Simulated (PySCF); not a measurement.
Compound: C5H9OP.
Geometry (GFN2-xTB, Å), atoms numbered from 1 in this order:
```xyz
16
C5H9OP angstrom
C     -1.4964    0.4525   -2.7957
C     -0.9117    0.4119   -1.6002
C     -1.0418    1.5459   -0.6305
P      0.0464   -1.1011   -1.2276
C      0.6148   -0.7835    0.3256
O      1.3867   -1.7144    0.9400
C      1.8312   -1.3924    2.2341
H     -2.0865    1.2951   -3.1198
H     -1.4026   -0.3640   -3.4916
H     -1.6546    2.3335   -1.0641
H     -0.0644    1.9635   -0.3899
H     -1.5142    1.2135    0.2936
H      0.4178    0.1178    0.8958
H      2.4288   -2.2358    2.5751
H      2.4501   -0.4883    2.2287
H      0.9889   -1.2451    2.9191
```

IAO charges (e) from the PBE0/pcSseg-1 density (PySCF), one withheld:

| atom | bonded to | charge |
| --- | --- | --- |
| C1 | C2 H8 H9 | -0.3186 |
| C2 | C1 C3 P4 | -0.1590 |
| C3 | C2 H10 H11 H12 | -0.4242 |
| P4 | C2 C5 | +0.2924 |
| C5 | P4 O6 H13 | ? |
| O6 | C5 C7 | -0.2991 |
| C7 | O6 H14 H15 H16 | -0.2064 |
| H8 | C1 | +0.1450 |
| H9 | C1 | +0.1501 |
| H10 | C3 | +0.1480 |
| H11 | C3 | +0.1479 |
| H12 | C3 | +0.1479 |
| H13 | C5 | +0.1308 |
| H14 | C7 | +0.1679 |
| H15 | C7 | +0.1355 |
| H16 | C7 | +0.1356 |

Q: What is the charge on C5?

A: The charges add up to the total charge, 0. The others sum to +0.1938, which leaves -0.1938 e for C5 (carbon bonded to O, P and H).

Q: Add each hydrogen's charge to the atom that carries it.

A: C1 -0.0235, C3 +0.0196, C5 -0.0630, C7 +0.2326. Atoms without hydrogen keep their charges.

Q: Across which bond do the charges differ most?

A: H10–C3: +0.1480 on H10 against -0.4242 on C3, a difference of 0.5722 e (C3–H11 and C3–H12 within 0.003 e of it). The lower charge is on the more electronegative element of the two (Pauling values: C 2.55, H 2.20).

Q: Take the bonds between elements whose Pauling electronegativities differ by more than 0.25. In how many does the more electronegative atom carry the lower charge?

A: In 13 of 13.

Q: How much positive and how much negative charge does this set hold in all?

A: +1.6011 e on 10 atoms and -1.6011 e on 6.

The IAO scheme projects the occupied orbitals on a minimal set of polarised atomic orbitals and counts the electrons in each atom's part of it. Isolated species at its GFN2-xTB geometry (one conformer only).

These values come from a run that also computed NMR shieldings. Hardware: one thread, Arm Neoverse V1 (aarch64), shared host with 32 logical CPUs at a one-minute load of 14. Cost: 32 s wall (with the writing of density and orbital grids), 0.77 GiB resident at most.
